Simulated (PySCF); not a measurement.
1-hydroxysiletane (C3H8OSi), SMILES [SiH]1(CCC1)O.

Geometry: B3LYP-D3(BJ)/def2-SVP. Other conformers were not sampled.

Two levels are set side by side: PBE/def2-TZVP (PySCF) and r2SCAN/def2-TZVP (PySCF). Same geometry, gas phase. Differences are taken from unrounded values.

```
quantity                     r2SCAN    PBE  PBE minus r2SCAN
---------------------------  ------  -----  ----------------
orbital gap (eV)               6.92   6.08             -0.84
highest occupied level (eV)   -6.72  -6.43              0.29
lowest empty level (eV)        0.20  -0.35             -0.56
dipole moment (D)              0.90   0.86             -0.04
mean polarisability (bohr³)    62.8   64.5               1.6
```

Rough cost on one machine, each run with all the roots and properties that it gave: r2SCAN against PBE about 4 times.
